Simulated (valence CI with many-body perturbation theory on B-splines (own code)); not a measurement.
E1 transitions of Dy XVIII

Calculated by configuration interaction combined with many-body perturbation theory (CI+MBPT): three valence electrons over a frozen Dirac-Fock core [Kr] 4d10, a basis of 7 s, 7 p, 7 d, 7 f, 4 g, 2 h functions for each j, with the one-electron correlation potential Σ1 (screened to all orders), the two-electron term Σ2, the three-electron term Σ3, Breit, model QED; selected single and double excitations, second order for the rest, scaled by the run's own slope (own B-spline code, finite nucleus).

No measured spectrum was set against this ion. As an estimate, terms of the open shell hold to a few per cent of their energy, and close levels can change places.

Lines 51 to 100 of 553 in falling wavelength, among levels below 122.31 eV, chosen from the strongest by gf and those to the six lowest levels. Wavelengths and rates use the calculated energies, so an error of 2000 cm⁻¹ moves a line at 30.67 nm by 0.61 % and its rate by three times that or more. Electric multipoles are in the length gauge, E1 and E2 with the static RPA response of the core. Weak lines are less certain than strong ones. Lines between different terms over intervals too small for the method are left out, as are lines whose strength nearly cancels. Where a level lies close to another of its J and parity, the split of strength between their lines is uncertain.

Names give the largest LS component (configuration and term), which can be under half, so a name can repeat, a term be missing and a line seem to break the LS rules; names also repeat where a configuration has a term twice. Letters in brackets count levels of one name in rising energy.

| λ vac (nm) | Upper | Lower | A (s⁻¹) | S (a.u.) |
| --- | --- | --- | --- | --- |
| 30.67 | 4f2 5p 2I°_13/2 [b] | 4f2 5s 2I_13/2 | 9.86e+09 | 1.96e+00 |
| 30.61 | 4f2 5p 2H°_11/2 [a] | 4f2 5s 4F_9/2 | 5.40e+09 | 9.17e-01 |
| 30.59 | 4f2 5p 4G°_7/2 [b] | 4f2 5s 2G_7/2 | 5.01e+09 | 5.66e-01 |
| 30.59 | 4f2 5p 4G°_9/2 | 4f2 5s 2H_9/2 | 7.33e+09 | 1.04e+00 |
| 30.43 | 4f2 5p 4H°_11/2 | 4f2 5s 4H_11/2 | 6.32e+09 | 1.06e+00 |
| 30.43 | 4f2 5p 4I°_13/2 | 4f2 5s 4H_13/2 | 4.16e+09 | 8.09e-01 |
| 30.34 | 4f2 5p 2H°_11/2 [a] | 4f2 5s 4H_13/2 | 2.45e+09 | 4.05e-01 |
| 30.32 | 4f2 5p 4H°_7/2 [b] | 4f2 5s 4H_9/2 | 3.18e+09 | 3.50e-01 |
| 30.30 | 4f2 5p 4H°_9/2 [b] | 4f2 5s 4H_9/2 | 9.24e+09 | 1.27e+00 |
| 30.24 | 4f2 5p 2G°_9/2 [c] | 4f2 5s 2G_9/2 | 8.87e+09 | 1.21e+00 |
| 30.23 | 4f2 5p 4D°_3/2 [b] | 4f2 5s 2F_5/2 | 1.14e+10 | 6.23e-01 |
| 30.20 | 4f2 5p 2I°_11/2 [b] | 4f2 5s 4F_9/2 | 3.59e+09 | 5.86e-01 |
| 30.19 | 4f2 5p 2H°_11/2 [a] | 4f2 5s 2H_9/2 | 5.12e+09 | 8.34e-01 |
| 30.13 | 4f2 5p 2I°_13/2 [a] | 4f2 5s 2H_11/2 | 1.09e+10 | 2.06e+00 |
| 30.10 | 4f2 5p 2G°_9/2 [b] | 4f2 5s 2H_11/2 | 3.39e+09 | 4.56e-01 |
| 30.06 | 4f2 5p 4G°_9/2 | 4f2 5s 4H_11/2 | 3.91e+09 | 5.24e-01 |
| 30.04 | 4f2 5p 2G°_7/2 [a] | 4f2 5s 2G_7/2 | 6.66e+09 | 7.13e-01 |
| 29.99 | 4f2 5p 4H°_7/2 [b] | 4f2 5s 4H_7/2 | 1.16e+10 | 1.24e+00 |
| 29.98 | 4f2 5p 4H°_9/2 [b] | 4f2 5s 4H_7/2 | 8.77e+09 | 1.17e+00 |
| 29.95 | 4f2 5p 2F°_5/2 [d] | 4f2 5s 2F_7/2 | 1.35e+10 | 1.08e+00 |
| 29.92 | 4f2 5p 2D°_3/2 [b] | 4f2 5s 2D_3/2 | 1.30e+10 | 6.88e-01 |
| 29.88 | 4f2 5p 2H°_11/2 [c] | 4f2 5s 2I_11/2 | 1.12e+10 | 1.77e+00 |
| 29.87 | 4f2 5p 4G°_11/2 [b] | 4f2 5s 2H_11/2 | 5.57e+09 | 8.79e-01 |
| 29.87 | 4f2 5p 2H°_11/2 [c] | 4f2 5s 2I_13/2 | 8.73e+09 | 1.38e+00 |
| 29.87 | 4f2 5p 4F°_7/2 | 4f2 5s 4F_7/2 | 8.77e+09 | 9.23e-01 |
| 29.86 | 4f2 5p 2G°_9/2 [b] | 4f2 5s 2G_7/2 | 4.85e+09 | 6.37e-01 |
| 29.86 | 4f2 5p 2F°_5/2 [b] | 4f2 5s 2G_7/2 | 6.82e+09 | 5.38e-01 |
| 29.82 | 4f2 5p 2G°_9/2 [c] | 4f2 5s 2H_11/2 | 3.50e+09 | 4.58e-01 |
| 29.79 | 4f2 5p 2I°_11/2 [b] | 4f2 5s 2H_9/2 | 7.34e+09 | 1.15e+00 |
| 29.79 | 4f2 5p 4H°_11/2 | 4f2 5s 4H_9/2 | 1.36e+10 | 2.13e+00 |
| 29.76 | 4f2 5p 4F°_3/2 | 4f2 5s 4F_3/2 | 1.62e+10 | 8.45e-01 |
| 29.75 | 4f2 5p 4I°_13/2 | 4f2 5s 4H_11/2 | 1.65e+10 | 3.01e+00 |
| 29.75 | 4f2 5p 4G°_7/2 [b] | 4f2 5s 2H_9/2 | 6.16e+09 | 6.40e-01 |
| 29.75 | 4f2 5p 2D°_3/2 [c] | 4f2 5s 2P_1/2 | 1.30e+10 | 6.75e-01 |
| 29.72 | 4f2 5p 2H°_11/2 [b] | 4f2 5s 2G_9/2 | 1.96e+10 | 3.04e+00 |
| 29.66 | 4f2 5p 2F°_7/2 [c] | 4f2 5s 2F_7/2 | 1.34e+10 | 1.39e+00 |
| 29.65 | 4f2 5p 4F°_9/2 | 4f2 5s 4F_9/2 | 4.59e+09 | 5.90e-01 |
| 29.62 | 4f2 5p 4F°_5/2 [b] | 4f2 5s 4F_5/2 | 1.07e+10 | 8.25e-01 |
| 29.62 | 4f2 5p 4P°_3/2 | 4f2 5s 4P_1/2 | 8.99e+09 | 4.61e-01 |
| 29.60 | 4f2 5p 2F°_5/2 [c] | 4f2 5s 2F_5/2 | 1.08e+10 | 8.31e-01 |
| 29.59 | 4f2 5p 4I°_15/2 | 4f2 5s 4H_13/2 | 2.12e+10 | 4.35e+00 |
| 29.59 | 4f2 5p 4D°_7/2 | 4f2 5s 4P_5/2 | 1.93e+10 | 1.97e+00 |
| 29.59 | 4f2 5p 2G°_9/2 [c] | 4f2 5s 2G_7/2 | 4.69e+09 | 6.00e-01 |
| 29.50 | 4f2 5p 2D°_5/2 [c] | 4f2 5s 2P_3/2 | 8.66e+09 | 6.58e-01 |
| 29.50 | 4f2 5p 2G°_7/2 [b] | 4f2 5s 2F_5/2 | 6.44e+09 | 6.53e-01 |
| 29.49 | 4f2 5p 2F°_5/2 [c] | 4f2 5s 2G_7/2 | 4.69e+09 | 3.56e-01 |
| 29.48 | 4f2 5p 4F°_7/2 | 4f2 5s 4F_5/2 | 7.09e+09 | 7.18e-01 |
| 29.47 | 4f2 5p 2F°_7/2 [d] | 4f2 5s 2D_5/2 | 1.77e+10 | 1.79e+00 |
| 29.47 | 4f2 5p 4F°_9/2 | 4f2 5s 4F_7/2 | 1.03e+10 | 1.30e+00 |
| 29.46 | 4f2 5p 2P°_3/2 [c] | 4f2 5s 2S_1/2 | 2.08e+10 | 1.05e+00 |
